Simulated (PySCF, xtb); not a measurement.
Zn(OMe)(SH) (CH₄OSZn), SMILES C[O][Zn][SH]. The values are those of a single conformer.

Harmonic wavenumbers (cm⁻¹) from GFN2-xTB (xtb 6.7.1) at its own minimum, in rising order: 59, 71, 122, 141, 214, 280, 383, 615, 1073, 1140, 1143, 1411, 1469, 1482, 2483, 2905, 2911, 2928.

What does B3LYP-D3(BJ)/def2-SVP run with PySCF give at its own minimum? (An estimate is asked for; the answer gives what the named calculation found.)

70, 77, 81, 134, 219, 368, 609, 653, 1148, 1167, 1194, 1473, 1474, 1481, 2655, 2936, 2984, 3030. Paired by order, the mean absolute difference is 57 cm⁻¹ and the zero-point energies are 29.8 and 31.1 kcal/mol.
